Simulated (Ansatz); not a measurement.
Ansatz (a first-principles code) input (MP2/def2-TZVP):

Ansatz 0.2 input:
```yaml
crystal:
  periodic: [false, false, false]
  atoms:
    - {symbol: Si, position_ang: [-1.50778772, 0.13774757, 0.35054881]}
    - {symbol: As, position_ang: [0.78599117, -0.10273817, -0.21715900]}
    - {symbol: H, position_ang: [-2.31214413, -0.74463328, -0.52616254]}
    - {symbol: H, position_ang: [-1.95116584, 1.54029198, 0.15906993]}
    - {symbol: H, position_ang: [-1.74116208, -0.24603510, 1.76427665]}
    - {symbol: H, position_ang: [1.17579141, 0.91227013, 0.86137954]}
basis:
  gaussian:
    orbitals: def2-TZVP
magnetization: {spin_polarized: true, initial_magnetization: 1}
correlation: {method: mp2, electrons: outside_noble_gas}
relax: {f_tol: 0.003, max_steps: 100}
```

End of the output:

```
mean field -68721.32392575 eV, -2525.4620732851 hartree, gradient 1.2e-6 eV, S^2 0.764488; 1 other end points of the search recorded, 0 dependent functions left out
19 core orbitals not correlated
reference -68721.32392575 eV, -2525.4620732851 hartree; 7, 6 occupied and 83, 84 virtual orbitals, 796 factors
densities: 0.35 GiB planned
second order -6.37868846 eV of doubles, -0.00000000 eV of singles
the calculation of the forces begins
Total energy: -68727.70261422 eV, -2525.6964857624 hartree
Atom 0 at    -1.508105     0.139017     0.352003 Å, force    -0.000878    -0.000213    -0.000122 eV/Å
Atom 1 at     0.779961    -0.100506    -0.213886 Å, force    -0.000527     0.000380     0.000492 eV/Å
Atom 2 at    -2.307275    -0.742632    -0.524572 Å, force     0.000058    -0.000326    -0.000370 eV/Å
Atom 3 at    -1.946588     1.538499     0.157712 Å, force     0.000294     0.000391    -0.000188 eV/Å
Atom 4 at    -1.736728    -0.246608     1.761823 Å, force     0.000362    -0.000186     0.000330 eV/Å
Atom 5 at     1.168258     0.909133     0.858875 Å, force     0.000690    -0.000046    -0.000141 eV/Å
Dipole moment:    -0.045825     0.048098     0.059520 e Å
Checks for a lower state left out: cluster_reference
```

It need not be the lowest isomer of its formula.
